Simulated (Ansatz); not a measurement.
Species: GaCl2, charge 0, doublet. GaCl2 (SMILES [Ga]([Cl])[Cl], doublet).
B3LYP-D3(BJ)/def2-TZVP minimum from Ansatz (an electronic-structure program):
```xyz
3

Ga     0.3971    -0.0046     0.4212
Cl     0.9893     0.3312    -1.6546
Cl    -1.7134    -0.3228     0.8864
```
Charge 0, spin multiplicity 2.

Total energies in def2-SVP, 17 correlated electrons, 24 frozen orbitals. Open shells are spin-unrestricted; no spin-orbit coupling. Correlated methods leave the cores frozen (noble-gas shells, and filled d and f shells in the p block). No relativity. The spin of Cl2Ga ([Cl][Ga][Cl], doublet) was assumed, and the state is the lowest solution found for it.

```csv
method,program,energy (Eh),minus CCSDT(Q) (mEh)
HF,Ansatz,-2841.80923,341.53
MP2,Ansatz,-2842.11366,37.10
CCSD,Ansatz,-2842.14135,9.42
CCSD(T),Ansatz,-2842.14916,1.61
CCSDT(Q),Ansatz,-2842.15077,0.00
```

Rough core times of Ansatz's runs on a shared machine: CCSD(T) under 20 s, CCSDT(Q) 80 s.
